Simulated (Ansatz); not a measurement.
Reaction (ligand exchange at a Zn–F bond): `[F][Zn][Cl]` + H₂S → `[SH][Zn][Cl]` + H–F

Gas-phase electronic energies from Ansatz, PBE0-D4/def2-TZVP geometries. CCSD(T)/CBS is the MP2 limit (def2-TZVPP, def2-QZVPP) plus CCSD(T) − MP2 in def2-TZVPP, frozen cores. This one scheme is used for every species. For Zn outer-core shells are correlated without core-valence functions, which leaves a few kJ/mol of doubt a bond. Scalar relativity is left out up to krypton. One conformer a species, not always the lowest.

```csv
species,CCSD(T)/CBS(def2) energy (Eh)
`[F][Zn][Cl]`,-2338.03728
H₂S,-398.97279
`[SH][Zn][Cl]`,-2636.62673
H–F,-100.39570
```

Q: Work out ΔE.

A: ΔE = (-2636.62673) + (-100.39570) − (-2338.03728) − (-398.97279) = -0.01236 Eh = -0.34 eV.

Largest T1 diagnostic among the species: 0.016.

In def2-TZVPP, CCSD(T) changes the Hartree–Fock value by −0.08 eV (the triples alone add −0.02 eV) and MP2 by −0.15 eV. At CCSD(T), def2-SVP lies +0.19 eV from the extrapolated value and def2-TZVPP +0.02 eV.
